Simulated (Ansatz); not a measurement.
A calculation with Ansatz (development build ahead of 0.2.0).

```yaml
crystal:
  periodic: [false, false, false]
  atoms:
    - { symbol: Cu, position_ang: [1.45, 0.0, 0.0] }
    - { symbol: Cu, position_ang: [-1.45, 0.0, 0.0] }
    - { symbol: F, position_ang: [0.0, 1.25, 0.0] }
    - { symbol: F, position_ang: [0.0, -1.25, 0.0] }
basis:
  gaussian: { orbitals: def2-SVP }
total_charge: 2
magnetization:
  spin_polarized: true
hamiltonian:
  xc: pbe0
output:
  forces: true
```

The input is written out in the form of the current development build from the run's settings.

Output:

- Converged: yes
- Total energy: -3478.60372 hartree
- Spin squared of the determinant: 1.003
- Stability test: minimum

Forces (eV/Å):
| atom | Fx | Fy | Fz |
| --- | --- | --- | --- |
| Cu1 | -0.339 | 0.000 | 0.000 |
| Cu2 | 0.339 | 0.000 | 0.000 |
| F3 | 0.000 | -0.919 | 0.000 |
| F4 | 0.000 | 0.919 | 0.000 |

Caution: other spin multiplicities were not run; the unrestricted determinant is a mixture of spin states.
